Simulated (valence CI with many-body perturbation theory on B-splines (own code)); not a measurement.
**Lu XXXIX: electric-dipole lines**

Computed by configuration interaction combined with many-body perturbation theory (CI+MBPT): five valence electrons over a frozen Dirac-Fock core [Ar] 3d10, radial functions for each j: 11 s, 11 p, 10 d, 8 f, 5 g, 2 h, with the one-electron correlation potential Σ1 (screened to all orders), the two-electron term Σ2, the three-electron term Σ3, Breit, model QED; selected single and double excitations, second order for the rest, scaled by the run's own slope (own B-spline code, finite nucleus).

The last digits are not significant, and no measured levels were compared; by estimate large intervals hold to a few tenths of a per cent, small ones and those within an open d or f shell to about a per cent. Among the levels kept, up to 2100 cm⁻¹ of a level comes from second order outside the variational space, and about a tenth of that is noise between levels of different J, which matters for small intervals.

Lines 51 to 100 of 524 in falling wavelength, among levels below 35.403 Ry, chosen from the strongest by gf and those to the six lowest levels. Wavelengths and rates use the calculated energies. Electric multipoles are in the length gauge with retardation, E1 and E2 with the static RPA response of the core. Weak lines are less certain than strong ones. Lines between different terms over intervals too small for the method are left out, as are lines whose strength nearly cancels. Where a level lies close to another of its J and parity, the split of strength between their lines is uncertain. The highest levels of a list are the least certain.

Levels are named by their leading jj configuration (3d3/2^4 stands for four electrons in 3d with j = 3/2), which in mixed levels can hold well under half, so a name can repeat and another be missing. Letters in brackets count levels of one name in rising energy.

```csv
λ vac (Å),Upper,Lower,A (s⁻¹),log gf,Branch %
119.1,(4s 4p1/2^2 4p3/2 4d5/2) J=7/2 [b],(4s^2 4p1/2 4p3/2 4d5/2) J=7/2 [a],8.34e+09,-0.85,7.8
117.9,(4s 4p1/2^2 4d3/2 4d5/2) J=5/2 [b],(4s 4p1/2 4p3/2^2 4d3/2) J=7/2 [a],1.06e+10,-0.88,4.6
116.6,(4s 4p1/2 4p3/2^3) J=3/2,(4s^2 4p3/2^3) J=3/2,1.69e+10,-0.86,2.2
116.3,(4s 4p1/2^2 4p3/2^2) J=3/2,(4s^2 4p1/2 4p3/2^2) J=3/2,9.36e+09,-1.12,2.5
116.2,(4s 4p1/2 4p3/2^2 4d5/2) J=9/2 [d],(4s^2 4p3/2^2 4d5/2) J=9/2,1.07e+10,-0.66,1.8
114.8,(4s 4p1/2^2 4p3/2 4d5/2) J=7/2 [c],(4s^2 4p1/2 4p3/2 4d5/2) J=9/2,7.04e+09,-0.95,1.4
114.5,(4s 4p1/2 4p3/2^3) J=1/2,(4s^2 4p3/2^3) J=3/2,1.28e+10,-1.30,1.4
108.9,(4s^2 4p1/2^2 4f5/2) J=5/2,(4s^2 4p1/2 4p3/2 4d3/2) J=7/2,1.30e+10,-0.86,2.4
94.52,(4s^2 4p1/2 4p3/2 4d3/2) J=3/2 [a],(4s^2 4p1/2 4p3/2^2) J=1/2,9.48e+08,-2.29,2.5
94.20,(4s^2 4p1/2 4p3/2 4d3/2) J=1/2 [a],(4s^2 4p1/2 4p3/2^2) J=1/2,6.90e+08,-2.74,9.3
90.09,(4s^2 4p1/2 4p3/2 4d3/2) J=3/2 [a],(4s^2 4p1/2 4p3/2^2) J=5/2,3.35e+09,-1.79,8.8
90.07,(4s^2 4p1/2 4p3/2 4d3/2) J=5/2 [a],(4s^2 4p1/2 4p3/2^2) J=5/2,4.22e+09,-1.51,65.8
89.90,(4s 4p1/2^2 4d3/2 4d5/2) J=7/2 [b],(4s 4p1/2^2 4p3/2 4d5/2) J=7/2 [b],1.37e+10,-0.88,13.6
86.85,(4s^2 4p1/2 4p3/2 4d3/2) J=3/2 [a],(4s^2 4p1/2 4p3/2^2) J=3/2,1.84e+09,-2.08,4.9
86.84,(4s^2 4p1/2 4p3/2 4d3/2) J=5/2 [a],(4s^2 4p1/2 4p3/2^2) J=3/2,1.37e+08,-3.03,2.1
86.75,(4s^2 4p1/2^2 4d3/2) J=3/2,(4s^2 4p1/2^2 4p3/2) J=3/2,6.01e+09,-1.57,94.2
86.58,(4s^2 4p1/2 4p3/2 4d3/2) J=1/2 [a],(4s^2 4p1/2 4p3/2^2) J=3/2,2.01e+09,-2.35,27.0
86.00,(4s^2 4p1/2 4p3/2 4d5/2) J=3/2 [a],(4s^2 4p1/2 4p3/2^2) J=1/2,4.25e+08,-2.72,4.7
82.97,(4s^2 4p3/2^2 4d3/2) J=5/2,(4s^2 4p3/2^3) J=3/2,1.78e+09,-1.96,0.2
81.99,(4s^2 4p1/2 4p3/2 4d3/2) J=1/2 [b],(4s^2 4p1/2 4p3/2^2) J=1/2,9.61e+08,-2.71,0.1
80.73,(4s 4p1/2^2 4d3/2 4d5/2) J=9/2,(4s 4p1/2^2 4p3/2 4d5/2) J=9/2,1.99e+10,-0.71,18.3
80.62,(4s^2 4p1/2 4p3/2 4d5/2) J=7/2 [a],(4s^2 4p1/2 4p3/2^2) J=5/2,6.07e+08,-2.32,99.7
80.55,(4s^2 4p3/2 4d3/2 4d5/2) J=11/2,(4s^2 4p3/2^2 4d5/2) J=9/2,1.11e+10,-0.89,1.7
79.85,(4s^2 4p1/2 4p3/2 4d5/2) J=5/2 [a],(4s^2 4p1/2 4p3/2^2) J=5/2,6.48e+08,-2.43,0.5
79.60,(4s^2 4p1/2 4p3/2 4d5/2) J=3/2 [a],(4s^2 4p1/2 4p3/2^2) J=3/2,3.43e+08,-2.89,3.8
79.45,(4s 4p1/2^2 4p3/2 4d5/2) J=7/2 [a],(4s^2 4p1/2^2 4d5/2) J=5/2,1.52e+10,-0.94,8.2
79.36,(4s 4p1/2^2 4p3/2^2) J=5/2,(4s^2 4p1/2^2 4p3/2) J=3/2,1.15e+09,-2.19,10.2
79.26,(4s^2 4p1/2 4p3/2 4d3/2) J=5/2 [b],(4s^2 4p1/2 4p3/2^2) J=5/2,3.24e+09,-1.74,0.3
78.86,(4s^2 4p1/2 4p3/2 4d3/2) J=3/2 [b],(4s^2 4p1/2 4p3/2^2) J=5/2,6.69e+08,-2.60,0.0
78.84,(4s 4p3/2^3 4d5/2) J=9/2,(4s^2 4p3/2^2 4d5/2) J=7/2,1.36e+10,-0.90,9.4
78.30,(4s 4p1/2^2 4p3/2 4d3/2) J=5/2 [a],(4s^2 4p1/2^2 4d3/2) J=3/2,2.82e+08,-2.81,0.9
77.91,(4s 4p1/2^2 4p3/2 4d3/2) J=3/2 [a],(4s^2 4p1/2^2 4d3/2) J=3/2,4.06e+09,-1.83,8.5
77.90,(4s 4p1/2^2 4p3/2 4d3/2) J=1/2 [a],(4s^2 4p1/2^2 4d3/2) J=3/2,8.23e+08,-2.82,3.2
77.87,(4s^2 4p3/2^2 4d3/2) J=3/2 [b],(4s^2 4p3/2^3) J=3/2,4.80e+09,-1.76,0.5
77.29,(4s^2 4p1/2 4p3/2 4d5/2) J=5/2 [a],(4s^2 4p1/2 4p3/2^2) J=3/2,6.97e+09,-1.43,5.7
76.94,(4s^2 4p3/2^2 4f5/2) J=9/2,(4s^2 4p3/2^2 4d5/2) J=7/2,2.29e+10,-0.69,3.4
76.76,(4s^2 4p1/2 4p3/2 4f5/2) J=9/2,(4s^2 4p1/2 4p3/2 4d5/2) J=7/2 [b],3.08e+10,-0.56,4.0
76.74,(4s^2 4p1/2 4p3/2 4d3/2) J=5/2 [b],(4s^2 4p1/2 4p3/2^2) J=3/2,1.08e+10,-1.24,1.0
76.50,(4s^2 4p1/2 4p3/2 4d5/2) J=3/2 [b],(4s^2 4p1/2 4p3/2^2) J=1/2,6.82e+09,-1.62,2.0
76.40,(4s^2 4p1/2 4d3/2 4d5/2) J=7/2 [b],(4s^2 4p1/2 4p3/2 4d3/2) J=5/2 [b],4.04e+10,-0.55,5.4
76.37,(4s^2 4p1/2 4p3/2 4d3/2) J=3/2 [b],(4s^2 4p1/2 4p3/2^2) J=3/2,4.20e+08,-2.83,0.0
75.90,(4s 4p1/2 4p3/2^2 4d3/2) J=5/2 [e],(4s^2 4p1/2 4p3/2 4d3/2) J=3/2 [b],4.87e+10,-0.60,5.5
75.90,(4s^2 4p3/2 4d3/2 4d5/2) J=5/2 [d],(4s^2 4p3/2^2 4d3/2) J=3/2 [b],4.91e+10,-0.59,7.4
75.61,(4s 4p1/2 4p3/2^2 4d5/2) J=9/2 [a],(4s^2 4p1/2 4p3/2 4d3/2) J=7/2,2.19e+10,-0.73,63.1
75.55,(4s^2 4p3/2^2 4f5/2) J=9/2,(4s^2 4p3/2^2 4d3/2) J=7/2,3.99e+10,-0.47,5.9
75.48,(4s 4p1/2^2 4d3/2 4d5/2) J=7/2 [a],(4s 4p1/2^2 4p3/2 4d3/2) J=5/2 [a],9.14e+10,-0.20,62.7
75.25,(4s^2 4p1/2 4p3/2 4d5/2) J=1/2,(4s^2 4p1/2 4p3/2^2) J=1/2,3.73e+10,-1.20,9.5
75.23,(4s^2 4p3/2^2 4f5/2) J=7/2,(4s^2 4p3/2^2 4d3/2) J=5/2,2.62e+10,-0.75,4.4
75.04,(4s 4p1/2^2 4d3/2 4d5/2) J=5/2 [a],(4s 4p1/2^2 4p3/2 4d3/2) J=3/2 [a],8.35e+10,-0.37,62.4
74.85,(4s 4p1/2 4p3/2^2 4d5/2) J=9/2 [b],(4s^2 4p1/2 4p3/2 4d3/2) J=7/2,5.09e+10,-0.37,82.8
```

Question: How does gf follow from A for the line at 77.90 Å?

Answer: gf = 1.4992 × (2J+1)_upper × A / σ², with σ = 1283699 cm⁻¹ and 2J+1 = 2: gf = 0.00150.
